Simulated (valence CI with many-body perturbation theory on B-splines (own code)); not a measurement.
**Zr²⁴⁺: key properties**

Calculated by configuration interaction combined with many-body perturbation theory (CI+MBPT): six valence electrons over a frozen Dirac-Fock core [Ne], a basis of 9 s, 9 p, 8 d, 6 f, 3 g, 1 h functions for each j, with the one-electron correlation potential Σ1 (screened to all orders), the two-electron term Σ2, the three-electron term Σ3, Breit, model QED; selected single and double excitations, second order for the rest, scaled by the run's own slope (own B-spline code, finite nucleus).

No measured levels were compared; by estimate levels of excited configurations hold to 0.05 to 0.15 % of their energy, terms of the ground configuration to about 0.5 %. Among the levels kept, up to 1500 cm⁻¹ of a level comes from second order outside the variational space, and about a tenth of that is noise between levels of different J, which matters for small intervals.

Names give the largest LS component (configuration and term), which can be under half, so a name can repeat, a term be missing and a line seem to break the LS rules; names also repeat where a configuration has a term twice.

Rates and lifetimes use the calculated energies. Strong lines usually hold to 10 to 20 %, long lifetimes can be off by a factor of two.

Question: What is the ground level?

Answer: 3s²3p⁴ ³P_2, composition 78 % 3s²3p⁴ ³P + 20 % 3s²3p⁴ ¹D, g = 1.397.

Question: Where does the other parity begin?

Answer: At 3s3p⁵ ³P°_2, 688890 cm⁻¹.

Question: How well does LS coupling describe the low levels?

Answer: Among the lowest 20 levels the leading LS term, summed over configurations, holds 66 % on average. For single configurations the figures are 59 % in LS and 67 % in jj coupling. Terms mix most in the J = 3 level at 931950 cm⁻¹, where the leading one holds 33 %.

Question: What is the ionisation energy?

Answer: 1207.4 eV; NIST lists 1205.4 ± 1.7 eV (semi-empirical).

Question: What are the static dipole polarisabilities of the lowest levels?

Answer: 3s²3p⁴ ³P_2 0.0513 (tensor 0.0019); 3s²3p⁴ ³P_0 0.0509; 3s²3p⁴ ³P_1 0.0534 (tensor -0.0021); 3s²3p⁴ ¹D_2 0.0529 (tensor -0.0059) bohr³, of which the core gives 0.000740.

Question: Among levels below 1212300 cm⁻¹, which E1 lines absorb most strongly from the ground level?

Answer: to 3s²3p³3d ³D°_3 at 8.577 nm, f = 0.344; to 3s²3p³3d ³P°_2 at 8.770 nm, f = 0.206; to 3s²3p³3d ³P°_1 at 8.685 nm, f = 0.165.

Question: Name the longest-lived excited levels whose lifetime is computed, and their main decay.

Answer: 3s²3p⁴ ³P_0 at 60599 cm⁻¹ lives 560 ms, mostly by E2 to 3s²3p⁴ ³P_2; 3s²3p³3d ⁵D°_4 at 856130 cm⁻¹ lives 1.22 ms, mostly by M2 to 3s²3p⁴ ³P_2; 3s²3p³3d ³F°_4 at 1007200 cm⁻¹ lives 59.3 μs, mostly by M1 to 3s²3p³3d ⁵D°_3. The lifetime of 3s²3p³3d ¹G°_4 is too uncertain to give, and may be longer. The lifetime of 3s²3p³3d ³G°_5 is too uncertain to give, and may be longer.
